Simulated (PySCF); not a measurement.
SeHBr, SMILES Br[SeH]. Geometry optimised at B3LYP-D3(BJ)/def2-TZVP.

Task: Give the equilibrium geometry at B3LYP-D3(BJ)/def2-TZVP (PySCF confirms it by a frequency run) as Cartesian coordinates in Å, and its point group. (An estimate is asked for; the answer gives what the named calculation found.)

Result: point group Cs.
```xyz
3

Se     0.0444     1.1712     0.0000
H     -1.4230     1.3117     0.0000
Br    -0.0024    -1.1752     0.0000
```
